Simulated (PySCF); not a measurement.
# Electron correlation in Ca⁹⁺ (calcium, charge +9)

[Ne] 3s1, 2S determinant. All numbers are calculated (PySCF 2.14, no relativity, point nucleus, in an even-tempered Gaussian basis (17 s from 0.4 bohr⁻², ratio 2.5; 11 p from 0.52 bohr⁻², ratio 2.5; 5 d from 2.4 bohr⁻², ratio 2.7; 4 f from 3.5 bohr⁻², ratio 2.7)). Frozen: 1s2; 9 electrons correlated; the 18 highest virtual orbitals of each spin left out.

```csv
level,correlation energy (mhartree)
CCSD,-307.68
(T),-0.82
CCSD(T),-308.50
```

Diagnostics: T1 = 0.00079, D1 = 0.0030, largest double amplitude 0.006.

Cost of the coupled-cluster step: about 30 core-seconds, for 9 correlated electrons.
